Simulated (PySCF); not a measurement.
# CsHg⁺: one state, many levels of theory

State: ¹Σ⁺ (singlet), closed shell. Set-up: Cs def2-SVP with ECP46, Hg def2-SVP with ECP60; scalar-relativistic core potentials (PySCF 2.14). De refers to Cs⁺ + Hg in their ground configurations, without counterpoise correction. A positive dipole points towards Hg; it is taken about the centre of mass and depends on that origin.

```csv
Level,Re (Å),ωe (cm⁻¹),De (eV),μ (D)
RHF-MP2,3.911,38.4,0.158,n/a
RHF-SCS-MP2,3.968,36.1,0.145,n/a
RHF-CCSD,3.996,35.7,0.150,n/a
RHF-CCSD(T),3.984,36.2,0.155,n/a
LDA,3.741,44.0,0.192,-9.11
PBE,4.006,33.1,0.133,-9.97
PBEsol,3.894,35.9,0.142,-9.61
r²SCAN,3.978,34.3,0.139,-9.93
r²SCANh,3.981,34.3,0.138,-9.92
PBE0,4.012,33.0,0.129,-9.96
CAM-B3LYP,4.032,32.5,0.120,-10.04
```

The bond length runs from 3.741 Å (LDA) to 4.032 Å (CAM-B3LYP). De spans 0.12 eV (CAM-B3LYP, range-separated hybrid) to 0.19 eV (LDA, local density).

Correlated steps freeze no core orbitals. Closed-shell solutions of metal pairs were not tested for spin polarisation, which can lower them a little. The bond is weak. Basis-set superposition, not corrected here, can be much of De in a small basis, most of all at correlated wavefunction levels. Spin–orbit coupling is left out. For an ion De counts to the pair picked by the measured ionisation energies or electron affinities, which need not be the lowest pair at this level.

The whole job (state search and all levels along the bond) took about 2.1 min on 1 thread of Arm Neoverse V2 (shared host), peak memory 0.72 GiB.
